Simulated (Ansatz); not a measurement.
Start from `OB(F)Br` and change one atom or group to get `CCB(O)Br`.

Ansatz, PBE0-D4/def2-TZVP geometries, multiplicity 1. Each molecule was computed in one conformer, which needn't be the lowest.

Scalar relativity is left out up to krypton. Spin–orbit coupling is left out; it splits and shifts lone-pair levels of the heavy atoms by tenths of an eV.

| property | `OB(F)Br` |
| --- | --- |
| HOMO energy (PBE0/def2-TZVPP) / eV | -8.82 |
| zero-point energy (PBE0-D4/def2-TZVP) / kJ/mol | 59.8 |
| LUMO energy (PBE0/def2-TZVPP) / eV | 0.24 |
| HOMO energy (B3LYP/def2-TZVPP) / eV | -8.54 |
| size of the dipole moment (B3LYP/def2-TZVPP) / D | 1.87 |
| HOMO energy (PBE/def2-TZVPP) / eV | -7.45 |

Task: What does the change do to each property? (Estimate.)

Result: Computed: 
```csv
property,`CCB(O)Br`,shift
HOMO energy (PBE0/def2-TZVPP) / eV,-8.05,0.77
zero-point energy (PBE0-D4/def2-TZVP) / kJ/mol,224.5,164.7
LUMO energy (PBE0/def2-TZVPP) / eV,-0.11,-0.35
HOMO energy (B3LYP/def2-TZVPP) / eV,-7.79,0.75
size of the dipole moment (B3LYP/def2-TZVPP) / D,3.00,1.13
HOMO energy (PBE/def2-TZVPP) / eV,-6.76,0.69
```

With PBE0 the HOMO rises by 0.77 eV and the LUMO falls by 0.35 eV, so the gap narrows by about 1.12 eV. PBE moves the HOMO by 0.69 eV and ωB97M-V by 0.77 eV. The zero-point energy changes by 164.7 kJ/mol with +18 modes. Dipoles are sizes alone; their direction can turn.

B3LYP here is the variant with VWN-RPA as its local correlation; programs differ in this.
